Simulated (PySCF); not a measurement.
Ligands exchanged one at a time, B CH3-NH2. All species are isolated molecules in the gas phase. Strings in code marks are SMILES.

The S1 excitation (TDA) from two functionals at the same geometries (B3LYP-D3(BJ)/def2-TZVP), both in PySCF: PBE-D3(BJ)/def2-TZVP and M06-2X/def2-TZVP. Excitations are Tamm–Dancoff values on a coarser integration grid. The basis has no diffuse functions, so Rydberg states are missing or too high.

```tsv
species	PBE-D3(BJ)/def2-TZVP (eV)
0 of 3 CH3 replaced by NH2	6.10
2 of 3 CH3 replaced by NH2 (`NB(C)N`)	5.52
3 of 3 CH3 replaced by NH2 (`NB(N)N`)	5.24
```

**Question.** What does M06-2X/def2-TZVP give for each?

**Answer.** 
- 0 of 3 CH3 replaced by NH2: 6.41
- 2 of 3 CH3 replaced by NH2 (`NB(C)N`): 6.48
- 3 of 3 CH3 replaced by NH2 (`NB(N)N`): 6.31
Over these rows, drawn at random from the members with no instability flagged (it was tested for open shells, ions and some series alone), PBE minus M06-2X: mean -0.78 eV, from -1.07 eV to -0.31 eV.
